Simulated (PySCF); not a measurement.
Computed IR spectrum (relative IR intensity) of a molecule C3H9AlO. Geometry optimised at PBE-D3(BJ)/def2-SVP. Other conformers were not sampled. Method: PBE-D3(BJ)/def2-SVP (PySCF 2.14.0). Frequencies are harmonic and unscaled.

Lines under 2 % of the strongest are left out, and lines within 2 cm⁻¹ are merged.

```
ν (cm⁻¹)  relative intensity
--------  ------------------
228                      2.4
373                      5.5
458                       82
540                       87
610                       29
649                       32
683                       36
838                       60
882                      3.5
949                      5.5
1016                     8.2
1054                      11
1136                     3.0
1300                     9.3
1417                     3.7
1852                     100
2934                     2.7
2950                      17
2959                      14
2982                     2.1
3002                      10
3047                      15
3050                      14
3805                      32
```

### Question
Which molecule gave these data?
(A) C[CH](C)[AlH][OH]
(B) C[CH2][AlH][O]C
(C) CC[CH2][AlH][OH]
(D) CC[O][AlH][CH3]

### Answer
C, CC[CH2][AlH][OH]
